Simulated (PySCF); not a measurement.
C4H5NSi, SMILES C(#C)[SiH](C#C)N. The structure is a stationary point at PBE0-D3(BJ)/def2-SVP. The structure was generated by enumeration, and PubChem lists no compound with its InChIKey, so it may never have been made. The values are those of a single conformer.

Calculation: PBE0-D3(BJ)/def2-SVP in PySCF 2.14.0.

Harmonic wavenumbers (cm⁻¹): 92, 134, 149, 193, 244, 335, 398, 407, 431, 592, 662, 736, 740, 743, 745, 753, 839, 881, 916, 1542, 2162, 2172, 2265, 3474, 3475, 3607, 3708. Rotational constants (GHz): 3.716, 2.139, 1.480; symmetry number 1.

**Question.** Work out the zero-point energy and the ideal-gas rigid-rotor harmonic-oscillator thermochemistry at 298.15 K and 1 atm.

**Answer.** ZPE = ½ Σ hcν = ½ × 32395 cm⁻¹ = 193.76 kJ/mol. H − E(el) = 217.76 kJ/mol. Entropy in J/(mol K): translation 165.56, rotation 115.92, vibration 82.57, total 364.05. G − E(el) = 109.22 kJ/mol. Cp = 128.27 J/(mol K). Modes under 150 cm⁻¹ make the vibrational entropy uncertain.
